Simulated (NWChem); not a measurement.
# Atomisation of CBr2ClF

```xyz
5

F     -0.5509     1.6814     0.0000
C     -0.4051     0.3586     0.0000
Cl    -2.0116    -0.4008     0.0000
Br     0.5941    -0.1496    -1.6111
Br     0.5941    -0.1496     1.6111
```
Charge 0, spin multiplicity 1.

All runs are NWChem calculations. All single points use one geometry, from B3LYP/def2-SVP, a minimum by its harmonic frequencies.

Basis set: def2-TZVP. The atomisation energy is electronic alone: no zero-point, thermal, spin-orbit or counterpoise terms. No value is extrapolated to the basis-set limit. Free atoms are single determinants with multiplicities F 2, C 3, Cl 2, Br 2. Correlated methods freeze the same cores in atoms and molecule, 25 orbitals in all.

The Hamiltonian is non-relativistic. B3LYP has NWChem's definition, with VWN1-RPA local correlation. The structure started from a generated list of species. The stability of the SCF solutions was not checked. Open-shell Hartree-Fock references start from PBE0 orbitals.

Question: One of these methods gave an atomisation energy of 326.9 kcal/mol. Which?
A) TPSS
B) MP2
C) B3LYP
D) PBE

Answer: A, TPSS. The others give 311.7 (B3LYP), 348.5 (PBE), 335.6 (MP2).
